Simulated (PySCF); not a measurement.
# What a mistake does to a calculation on B2CH6N

Calculated results; nothing here was measured. They come from PySCF 2.14.0, an open-source quantum chemistry program, on an isolated molecule that a program drew, which may never have been made. The molecule is B2CH6N (charge 0, doublet), drawn as the SMILES string `[BH]N(B)C`.

Each row is a Hartree-Fock (HF) and frozen-core CCSD(T) single point in the cc-pVDZ basis, meant for a local HF minimum. Run 1 is clean. Each other run has one planted mistake out of seven kinds, and not every kind appears here: one electron removed, one electron added, multiplicity raised by two, geometry at a saddle point, minimal basis STO-3G, one bond length entered in bohr, all coordinates scaled. The reference is restricted for singlets and unrestricted otherwise, and also for a bond in bohr. Adding or removing an electron swaps singlet and doublet. Electrons count all cores. HOMO and LUMO are orbital energies over both spins, the gradient is its largest component, and the lowest frequency (negative if imaginary) is given only where the gradient is small. Bond lengths are over the 9 bonds as drawn. T1 is the CCSD diagnostic: over 0.02 (restricted) or 0.045 (unrestricted) a single reference is doubtful.

Geometry of the clean run:
```xyz
10
B2CH6N, angstrom
B     0.1330    1.5531    0.5035
N     0.4050    0.6616    1.5660
B     1.6341    0.7559    2.2759
C    -0.5948   -0.3549    1.9212
H    -0.8802    1.5352   -0.1411
H     2.4292    1.5938    1.9641
H     1.8585   -0.0049    3.1777
H    -0.2351   -0.9563    2.7531
H    -1.5350    0.1136    2.2134
H    -0.7917   -1.0150    1.0761
```

| run | electrons | basis functions | <S^2> | HOMO (eV) | LUMO (eV) | gradient (hartree/bohr) | lowest frequency (cm^-1) | mean bond (Å) | longest bond (Å) | T1 | HF (hartree) | CCSD(T) (hartree) | mistake |
|---|---|---|---|---|---|---|---|---|---|---|---|---|---|
| 1 | 29 | 86 | 0.755 | -9.04 | 2.36 | 2.1e-06 | 48 | 1.2413 | 1.469 | 0.0125 | -145.17255 | -145.69252 | no fault |
| 2 | 28 | 86 | 0.000 | -17.93 | -6.40 | 9.8e-02 | - | 1.2413 | 1.469 | 0.0150 | -144.88827 | -145.40155 | one electron removed |
| 3 | 29 | 86 | 3.764 | -5.51 | -1.48 | 9.7e-02 | - | 1.2413 | 1.469 | 0.0518 | -144.98495 | -145.48094 | multiplicity raised by two |
| 4 | 30 | 86 | 0.000 | 0.92 | 7.94 | 6.9e-02 | - | 1.2413 | 1.469 | 0.0147 | -145.08898 | -145.65045 | one electron added |
| 5 | 29 | 86 | 0.754 | -8.89 | 2.46 | 3.1e-02 | - | 1.1966 | 1.416 | 0.0115 | -145.15946 | -145.67253 | all coordinates scaled |
| 6 | 29 | 26 | 0.755 | -7.53 | 6.63 | 1.9e-02 | - | 1.2413 | 1.469 | 0.0142 | -143.37054 | -143.59216 | ? |

**Which mistake was planted in run 6, and what did it cost?**

It has 26 basis functions where the clean run has 86, with the same electrons and geometry. So the mistake is: minimal basis STO-3G. Subtracting run 1 and multiplying by 627.51 kcal/mol a hartree, the energy moved by 1130.8 kcal/mol in HF and 1318.0 kcal/mol in CCSD(T).

Cautions from the logs. Run 3: T1 is over the limit, so its CCSD(T) energy is less reliable; run 4: the HOMO is above zero, so the electron isn't bound and the energy depends on the basis.
